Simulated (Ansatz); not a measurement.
Consider the cleavage of the B–Si bond: `[SiH3][BH][GaH2]` + HCl → `Cl[BH][GaH2]` + SiH₄.

Isolated molecules relaxed with PBE0-D4/def2-TZVP in Ansatz; ΔE leaves out vibrations. CBS: MP2 limit from def2 TZ/QZ plus the TZ coupled-cluster correction, frozen cores. This one scheme is used for every species. DFT in def2-TZVPP. For Ga outer-core shells are correlated without core-valence functions, which leaves a few kJ/mol of doubt a bond. Scalar relativity is left out up to krypton.

(1) Is it downhill or uphill in electronic energy at CCSD(T)/CBS, and by how much? (Estimate.)

(2) What do these levels give: LDA (SPW92), BHLYP-D4, CAM-B3LYP-D4, ωB97M-V, revPBE, r2SCANh, LC-ωPBE, MP2/def2-SVP, MP2/def2-TZVPP, SCS-MP2/def2-TZVPP, CCSD/def2-TZVPP, CCSD(T)/def2-TZVPP? (An estimate is asked.)

Largest T1 diagnostic among the species: 0.015.

Results:

(1) Ansatz gave: Downhill: ΔE = -101.1 kJ/mol.

(2) Computed: LDA (SPW92) -95.5, BHLYP-D4 -105.6, CAM-B3LYP-D4 -105.4, ωB97M-V -106.6, revPBE -97.9, r2SCANh -101.8, LC-ωPBE -100.0, MP2/def2-SVP -120.7, MP2/def2-TZVPP -110.7, SCS-MP2/def2-TZVPP -110.9, CCSD/def2-TZVPP -101.5, CCSD(T)/def2-TZVPP -102.3 kJ/mol.

From BLYP to BHLYP (50 % exact exchange), in def2-TZVPP and without D4, ΔE moves by −3.3 kJ/mol. At CCSD(T), def2-SVP lies −13.8 kJ/mol from the extrapolated value and def2-TZVPP −1.2 kJ/mol.
